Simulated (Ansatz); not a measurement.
`C[N](C)[Zn][Br]` + H₂ → `C[N](C)[ZnH]` + HBr  (hydrogenolysis of a Zn–Br bond)

Computed with Ansatz on PBE0-D4/def2-TZVP structures; ΔE is electronic, products minus reactants. CBS: MP2 limit from def2 TZ/QZ plus the TZ coupled-cluster correction, frozen cores. This one scheme is used for every species. For Br, Zn outer-core shells are correlated without core-valence functions, which leaves a few kJ/mol of doubt a bond. Scalar relativity is left out up to krypton. One conformer a species, not always the lowest.

```json
{"species": "`C[N](C)[Zn][Br]`", "CCSD/def2-SVP energy (Eh)": "-4484.29381"}
{"species": "H₂", "CCSD/def2-SVP energy (Eh)": "-1.16345"}
{"species": "`C[N](C)[ZnH]`", "CCSD/def2-SVP energy (Eh)": "-1912.47787"}
{"species": "HBr", "CCSD/def2-SVP energy (Eh)": "-2572.93322"}
```

Problem. Work out ΔE.

Solution. ΔE = (-1912.47787) + (-2572.93322) − (-4484.29381) − (-1.16345) = 0.04617 Eh = +121.2 kJ/mol. CCSD(T)/CBS gives +133.3 kJ/mol.

Largest T1 diagnostic among the species: 0.015.

Leaving LDA and LC-ωPBE aside and taking each functional with its dispersion term where it has one, the values, not all of them listed here, spread over 20.8 kJ/mol, from B97M-V to BHLYP-D4. LDA lies −6.7 kJ/mol from PBE without D4. At CCSD(T), def2-SVP lies −12.7 kJ/mol from the extrapolated value and def2-TZVPP −12.3 kJ/mol. From BLYP to BHLYP (50 % exact exchange), in def2-TZVPP and without D4, ΔE moves by +15.8 kJ/mol.
